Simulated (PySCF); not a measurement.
PySCF input for GaCl4, SMILES [Cl][Ga-]([Cl])([Cl])[Cl], charge -1, PBE-D3(BJ)/def2-SVPD. Coordinates come from a PBE-D3(BJ)/def2-SVPD optimisation. The isomer is the one that the SMILES or the coordinates give; other isomers of the formula were not compared.

```python
import numpy as np
from pyscf import gto, scf, dft, df
from pyscf.hessian import thermo

mol = gto.M(
    atom='''
    Ga    0.00000000    0.00000000    0.00000000
    Cl    1.29038554    1.29038554   -1.29038554
    Cl   -1.29038554    1.29038554    1.29038554
    Cl   -1.29038554   -1.29038554   -1.29038554
    Cl    1.29038554   -1.29038554    1.29038554
    ''',
    basis='def2-SVPD',
    charge=-1,
    spin=0,
    max_memory=1600,
    verbose=3,
)
mf = dft.RKS(mol, xc='pbe').density_fit(auxbasis='def2-universal-jkfit')
mf.disp = 'd3bj'
mf.grids.level = 3
mf.conv_tol = 1e-11
mf.max_cycle = 100
mf.kernel()

# [left out here: the lines that compute and print the analytic Hessian (its translational invariance restored by hand, since the grid's response is missing), thermochemistry and intensities]
```

Program output:

```
converged SCF energy = -3764.16270104728

WARN: DFTD3 does not support analytical Hessian, using finite difference


WARN: Mole.unit (angstrom) is changed to Bohr

Mode                                 0                   1                   2
Irrep
Freq [cm^-1]                       94.1577             94.1577            134.1630
Reduced mass [au]                  35.4500             35.4500             40.6988
Force const [Dyne/A]                0.1852              0.1852              0.4316
Char temp [K]                     135.4720            135.4720            193.0306
Normal mode                   x     y     z       x     y     z       x     y     z
       0  Ga                 0.00 -0.00  0.00    0.00 -0.00  0.00   -0.04  0.02 -0.04
       1  Cl                 0.05  0.01  0.07    0.05 -0.07 -0.02    0.07 -0.02  0.04
       2  Cl                -0.05  0.01 -0.07   -0.05 -0.07  0.02    0.03 -0.01  0.07
       3  Cl                -0.05 -0.01  0.07   -0.05  0.07 -0.02    0.01 -0.07  0.00
       4  Cl                 0.05 -0.01 -0.07    0.05  0.07  0.02   -0.02  0.05 -0.03
Mode                                 3                   4                   5
Irrep
Freq [cm^-1]                      134.1630            134.1630            310.4773
Reduced mass [au]                  40.6988             40.6988             35.4500
Force const [Dyne/A]                0.4316              0.4316              2.0134
Char temp [K]                     193.0306            193.0307            446.7077
Normal mode                   x     y     z       x     y     z       x     y     z
       0  Ga                -0.01  0.05  0.04   -0.04 -0.03  0.03    0.00 -0.00  0.00
       1  Cl                 0.01 -0.06 -0.05   -0.03 -0.04  0.04   -0.05 -0.05  0.05
       2  Cl                -0.06  0.01  0.02    0.02  0.07 -0.01    0.05 -0.05 -0.05
       3  Cl                 0.07 -0.00  0.01    0.02  0.01 -0.07    0.05  0.05  0.05
       4  Cl                -0.00 -0.04 -0.06    0.07  0.03 -0.02   -0.05  0.05 -0.05
Mode                                 6                   7                   8
Irrep
Freq [cm^-1]                      354.7606            354.7606            354.7606
Reduced mass [au]                  44.3438             44.3438             44.3438
Force const [Dyne/A]                3.2882              3.2882              3.2882
Char temp [K]                     510.4215            510.4215            510.4215
Normal mode                   x     y     z       x     y     z       x     y     z
       0  Ga                 0.06 -0.04  0.02   -0.01 -0.04 -0.07   -0.05 -0.05  0.03
       1  Cl                 0.00  0.00 -0.00   -0.01 -0.01  0.01    0.06  0.06 -0.06
       2  Cl                -0.04  0.04  0.04   -0.05  0.05  0.05    0.01 -0.01 -0.01
       3  Cl                -0.02 -0.02 -0.02    0.05  0.05  0.05    0.03  0.03  0.03
       4  Cl                -0.06  0.06 -0.06    0.02 -0.02  0.02   -0.02  0.02 -0.02
temperature 298.1500 [K]
pressure 101325.00 [Pa]
Rotational constants [GHz] 1.07022 1.07022 1.07022
Symmetry number 12
Zero-point energy (ZPE) 0.00448 [Eh]   11756.680 [J/mol]
                           tot       elec      trans        rot        vib
Entropy [J/mol/K]       366.347      0.000    175.523    104.655     86.168
Cv [J/mol/K]             91.948      0.000     12.472     12.472     67.005
Cp [J/mol/K]            100.263      0.000     20.786     12.472     67.005
Internal energy [J/mol]                      3718.434   3718.434  24834.232
Internal energy [Eh]   -3764.15041  -3764.16270
Enthalpy [J/mol]                             6197.391   3718.434  24834.232
Enthalpy [Eh]          -3764.14947
Gibbs free energy [J/mol]                  -46134.915 -27484.505   -856.845
Gibbs free energy [Eh] -3764.19107
mode   freq/cm-1   IR/(km/mol)
   1       94.16         0.000
   2       94.16         0.000
   3      134.16         8.634
   4      134.16         8.634
   5      134.16         8.634
   6      310.48         0.000
   7      354.76        92.857
   8      354.76        92.857
   9      354.76        92.857
max |gradient| / (hartree/bohr): 4.128771175110113e-05
APT charges: [ 1.7187 -0.6799 -0.6799 -0.6799 -0.6799]
```

The run converged.
